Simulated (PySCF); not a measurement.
Species: C4H6ClNSi.
Structure used (PBE0-D3(BJ)/def2-SVP), in Å, numbered top down from 1:
```xyz
13
C4H6ClNSi angstrom
C      0.886    1.077    0.785
C      0.433   -0.153    0.060
C      1.238   -0.988   -0.613
Cl     2.948   -0.796   -0.750
Si    -1.382   -0.586    0.071
C     -2.313    0.849   -0.667
N     -2.856    1.769   -1.120
H      0.357    1.968    0.409
H      0.661    1.003    1.862
H      1.967    1.237    0.668
H      0.879   -1.873   -1.144
H     -1.663   -1.788   -0.760
H     -1.918   -0.750    1.452
```

The closed-shell ground state was solved at several levels (PySCF, density fitting, gas phase, non-relativistic).

```csv
level,basis functions,HOMO (eV),LUMO (eV),gap (eV),dipole (D)
PBE0/pcSseg-1,163,-7.87,-1.15,6.72,3.16
B3LYP/def2-SVPD,199,-7.65,-1.37,6.28,3.23
```

(1) What might B3LYP/pcSseg-2 (350 basis functions) give for the same quantities?

(2) Over all these levels, which gives the widest orbital gap and which the narrowest?

(3) How far do the dipole and the HOMO energy spread over the levels?

## Answers

(1) HOMO -7.62 eV, LUMO -1.38 eV, gap 6.24 eV, dipole 3.22 D.

(2) PBE0/pcSseg-1 (global hybrid, 25 % exact exchange) has the widest, 6.72 eV, and B3LYP/pcSseg-2 (global hybrid, 20 % exact exchange) the narrowest, 6.24 eV. Functional and basis both differ between the two, so the spread mixes both effects.

(3) The dipole runs from 3.16 to 3.23 D (mean 3.20 D) and the HOMO from -7.87 to -7.62 eV.

One conformer stands for the species.
